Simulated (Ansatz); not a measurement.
Geometry optimisation, RKS B3LYP/STO-3G in Ansatz 0.2.0.

Input:

```yaml
crystal:
  periodic: [false, false, false]
  atoms:
    - { symbol: C, position_ang: [-2.0505, 2.4911, -0.0128] }
    - { symbol: C, position_ang: [-1.5071, 1.5934, 0.438] }
    - { symbol: B, position_ang: [-0.7766, 0.4008, 1.013] }
    - { symbol: B, position_ang: [0.4065, -0.4548, 0.0939] }
    - { symbol: C, position_ang: [0.588, -0.0633, -1.4393] }
    - { symbol: C, position_ang: [1.0993, -1.6846, 0.7452] }
    - { symbol: H, position_ang: [-2.5949, 3.3633, -0.4279] }
    - { symbol: H, position_ang: [-0.8874, 0.1062, 2.1452] }
    - { symbol: H, position_ang: [0.9734, 1.0013, -1.4237] }
    - { symbol: H, position_ang: [-0.3648, -0.1181, -1.963] }
    - { symbol: H, position_ang: [1.3185, -0.7337, -1.8694] }
    - { symbol: H, position_ang: [0.3813, -2.4462, 1.1089] }
    - { symbol: H, position_ang: [1.7288, -2.1458, -0.0096] }
    - { symbol: H, position_ang: [1.6727, -1.3388, 1.6301] }
basis:
  gaussian: { orbitals: STO-3G }
hamiltonian:
  xc: b3lyp
relax:
  f_tol: 0.02
  max_steps: 40
scf:
  lower_state_search: "off"
```

Run as:

```bash
$ ansatz run input.yaml --threads 1 --pin off --max-ram 2048MiB --backend cpu --events-out ev --progress --plain --runs-dir out
```

Problem. Where does it end, and by what steps?

Solution. It converged. The force dipped under the threshold on the way, but the program's further checks kept it going. Limits of this set-up: minimal basis. After 19 steps the energy has fallen by 1.074 eV; H8 moved furthest, 2.01 Å. The start is strongly strained (largest force component 10 eV/Å).

```
step  energy less start (eV)  largest force component (eV/Å)  accepted
   0                  0.0000                           9.561       yes
   1                 -0.3451                           1.726       yes
   2                 -0.6407                           0.649       yes
   3                 -0.6682                           0.223       yes
   4                 -0.6973                           0.176       yes
   5                 -0.7247                           0.383       yes
   6                 -0.7586                           1.221       yes
   7                 -0.8327                           0.456       yes
   8                 -0.9058                           0.329       yes
   9                 -0.9356                           0.585       yes
  10                 -0.9994                           0.246       yes
  11                 -1.0348                           0.348       yes
  12                 -1.0526                           0.896       yes
  13                 -1.0576                           0.568       yes
  14                 -1.0458                           0.609        no
  15                 -1.0715                           0.130       yes
  16                 -1.0736                           0.014       yes
  17                 -1.0740                           0.058       yes
  18                 -1.0739                           0.053        no
  19                 -1.0741                           0.006       yes
```

```xyz
14
Properties=species:S:1:pos:R:3
C -1.561 2.815 0.807
C -1.431 1.615 0.661
B -1.244 0.131 0.470
B 0.166 -0.525 -0.101
C 0.411 -0.688 -1.662
C 1.293 -1.027 0.898
H -1.682 3.883 0.937
H -2.150 -0.573 0.743
H 0.926 0.229 -2.006
H -0.508 -0.777 -2.258
H 1.074 -1.532 -1.904
H 1.078 -2.087 1.128
H 2.300 -0.998 0.455
H 1.314 -0.494 1.860
```

Whether the end is a true minimum wasn't checked by a vibrational analysis.

Time of the run: 45 s on 1 thread of Arm Neoverse V1, on a shared host, peak memory 0.1 GiB.
